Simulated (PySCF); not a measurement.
Consider `CN([SiH3])[SiH3]` (CH9NSi2). Non-hydrogen atoms are numbered in `[CH3:1][N:2]([SiH3:3])[SiH3:4]`.

These are calculated values, M06-2X/def2-TZVP in PySCF (grid level 3) at geometries from PBE0-D3(BJ)/def2-SVP. Zero-point and thermal terms (298.15 K, 1 bar) come from unscaled GFN2-xTB harmonic frequencies, with soft modes damped to free rotors in the entropy. These were taken at the GFN2-xTB minima.

Question: Rank these bonds by dissociation enthalpy, weakest first.
A. C1–H
B. N2–Si3
C. Si3–H

Answer: C (373 kJ/mol), A (385 kJ/mol), B (428 kJ/mol).

Not ranked, since the method can't order them against a listed neighbour: C1–N2 (377 kJ/mol).

Question: For N2–Si3, what are ΔE (electronic) and ΔG(298 K) of the homolysis?

Answer: ΔE = 444 and ΔG = 375 kJ/mol, beside ΔH = 428 kJ/mol. The radicals are `C[N][SiH3]` and SiH3•.

Note: the order of Si3–H and C1–N2, of C1–N2 and C1–H is undecided: the gaps lie inside the method's error (some 10 kJ/mol, one structure a species).
